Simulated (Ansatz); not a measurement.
Li18, relaxed as a singlet with RKS PBE0/def2-SVP in Ansatz, starting from the GFN1-xTB geometry. Force threshold 0.02 eV/Å.

The restricted singlet is unstable towards broken spin symmetry in Hartree–Fock (as tested in another run); at PBE0/def2-SVP this wasn't settled. The structure comes from a short search, and lower isomers may exist.

Start:

```xyz
18

Li   -2.0573   -1.6503   -1.5943
Li    2.9653   -1.1288   -0.5335
Li    0.6886    2.6319    1.3836
Li   -2.7657   -1.1600    1.1229
Li    1.8745    0.5222   -2.3566
Li   -0.1496   -0.9031   -3.2710
Li    0.9651    2.8430   -1.3291
Li   -2.9802    0.7551   -0.7813
Li   -1.5144    2.9124   -0.2149
Li   -0.5137   -1.4977    2.6119
Li    2.8230    1.4975    0.1304
Li    0.8211   -2.5630   -1.4987
Li   -2.0166    1.2971    1.8606
Li   -1.0266   -3.0897    0.4285
Li    2.2285   -0.2151    2.0880
Li    0.1628    0.9289    3.3061
Li    1.5231   -2.6261    1.1736
Li   -1.0280    1.4456   -2.5262
```

(1) Estimate the energy that the relaxation releases and the steps that it takes.

(2) Does the start keep its bonding?

(3) Predict the relaxed structure.

## Answers

(1) 4.21 eV, in 39 steps; 2.3 min on 4 threads of Intel Xeon 6975P-C on a shared host. The force fell under the threshold at step 32, but the optimiser went on and released 0.050 eV more. No frequencies were taken in this run, so the end may be a saddle point.

(2) Bonds lost: Li2–Li5, Li2–Li11, Li2–Li15, Li2–Li17, Li4–Li8, Li4–Li14, Li5–Li6, Li5–Li7 (atoms count from 1). Bonds formed: Li1–Li3, Li1–Li13, Li1–Li16, Li1–Li18, Li3–Li5, Li3–Li6, Li3–Li12, Li3–Li18 (atoms count from 1). Metal–metal contacts that move far: Li10–Li16 2.61 to 3.21 Å, Li13–Li16 2.64 to 3.17 Å, Li4–Li10 2.72 to 3.22 Å.

(3) 
```xyz
18

Li   -1.510   -0.299    0.155
Li    1.947   -2.958   -2.061
Li    0.706    1.368   -0.151
Li   -3.315   -1.438    1.773
Li    3.061    0.133   -1.281
Li    0.002   -0.451   -2.459
Li    1.347    2.976   -2.193
Li   -3.549   -0.728   -1.518
Li   -0.486    3.695    0.529
Li   -0.200   -2.073    2.304
Li    2.545    2.969    0.958
Li    1.062   -1.409   -0.027
Li   -3.285    1.586    0.913
Li   -1.126   -3.044   -0.685
Li    2.435   -0.109    1.940
Li   -0.515    1.120    2.383
Li    2.583   -3.282    1.156
Li   -1.701    1.944   -1.734
```
Bond lengths (bridged metal pairs left out): 25 × Li–Li 2.67 to 3.03 Å.
